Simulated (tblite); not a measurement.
Compound: C4H12N2OSi.
Bonds: C1–C2, C2–C3, C2–N4, N4–Si5, Si5–N6, N6–C7, C7–O8 (double). Hydrogens: H9, H10, H11 on C1; H12 on C2; H13, H14, H15 on C3; H16 on N4; H17, H18 on Si5; H19 on N6; H20 on C7.

Computed geometry: GFN2-xTB, gas phase.

(1) What internal coordinates does the optimisation give?

## Answers

(1) 
```csv
bond,length (Å)
"C1–C2, C2–C3",1.528
C2–N4,1.446
N4–Si5,1.714
Si5–N6,1.758
N6–C7,1.335
C7=O8,1.207
C1–H9 and 5 like bonds,1.087
C2–H12,1.094
N4–H16,1.011
"Si5–H17, Si5–H18",1.462
N6–H19,1.006
C7–H20,1.107
```

Bonds in one row agree within 0.01 Å and their mean is given. A selection of angles:
```csv
angle,degrees
C1–C2–C3,110.9
C1–C2–N4,111.8
C3–C2–N4,109.6
C2–N4–Si5,122.1
N4–Si5–N6,101.3
Si5–N6–C7,115.7
N6–C7–O8,122.6
H16–N4–C2,110.7
H16–N4–Si5,119.2
H19–N6–Si5,125.3
H19–N6–C7,118.9
```

Dihedral angles: C1–C2–N4–Si5 -84° (synclinal); C2–N4–Si5–N6 -175° (antiperiplanar); N4–Si5–N6–C7 175° (antiperiplanar); Si5–N6–C7–O8 2° (synperiplanar). The mirror-image conformer, all signs reversed, is as good.

Of the pairs four or more bonds apart, Si5···H9 is among the closest relative to their van der Waals radii: 3.19 Å, 97 % of the sum of Bondi's values. N6 (amide nitrogen) is planar (angles 125.3°, 118.9° and 115.7°, sum 359.9°, 0.03 Å off the plane of its three neighbours). The N–Si distances run from 1.714 Å (N4–Si5, drawn single) to 1.758 Å (Si5–N6, drawn single), a spread of 0.044 Å. N4 (silicon-bound nitrogen) has angles 122.1°, 119.2° and 110.7°, sum 352.0°, 0.22 Å off the plane of its three neighbours. Si5 (SiH2 silicon) is distorted tetrahedral (angles from 101.3° to 117.4°). The C–N distances run from 1.335 Å (N6–C7, drawn single) to 1.446 Å (C2–N4, drawn single), a spread of 0.111 Å.

Point group: C1 (no symmetry element, even within 0.4 Å). Its GFN2-xTB frequencies are all real (lowest 42 cm⁻¹). The numbers are those of one conformer. 3 starts were optimised and ended at 0.00, 0.22 and 1.51 kcal/mol (GFN2-xTB); the lowest of these is shown.
